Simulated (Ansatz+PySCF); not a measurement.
# singlet BeO: levels of theory in one basis

```xyz
2

Be    0.0000    0.0000   -1.2939
O     0.0000    0.0000    0.6469
```

Basis set: STO-3G (spherical functions). Frozen core: 1 orbital. Charge 0, multiplicity 1.

Computed with Ansatz (development build ahead of 0.2.0); each method stands on the lowest determinant of its kind that the runs found.

```csv
method,E − E(RHF) (eV),<S²> of the determinant
RHF,0.00,0.00
UHF,-3.24,1.01
RHF-MP2,-1.65,–
RHF-CCSD,-4.07,–
UHF-CCSD,-4.96,1.01
RHF-CCSD(T),-4.44,–
UHF-CCSD(T),-5.15,1.01
full CI (lowest root of this spin),-4.96,–
```

What does UHF-MP2 give on the same scale?

-4.27 eV.

Unrestricted totals that lie under full CI have fallen onto a higher spin multiplicity. At such a shape the full CI root can have another spatial symmetry than the determinants, so the rows needn't describe one state.

Is a single determinant a sound starting point here?

It is doubtful. Unrestricted orbitals lower Hartree–Fock by 3.24 eV and <S²> is 1.01 where a pure state has 0.00, a sign of strong static correlation.

Caution: another spin multiplicity may lie lower. Caution for RHF, RHF-MP2, RHF-CCSD, RHF-CCSD(T): an unrestricted determinant lies well below. Caution for UHF, UHF-MP2, UHF-CCSD, UHF-CCSD(T): the unrestricted determinant is a mixture of spin states. Caution for RHF-MP2, RHF-CCSD, RHF-CCSD(T): large share of triples, a single reference is doubtful. Caution for RHF-MP2, RHF-CCSD, UHF-CCSD, RHF-CCSD(T), UHF-CCSD(T): the program doubts this total. Caution for UHF-MP2, UHF-CCSD, UHF-CCSD(T): large amplitudes, a single reference is doubtful; a plain start can end on a higher determinant. Caution for RHF-CCSD, RHF-CCSD(T): the program finds a lower state of this spin.
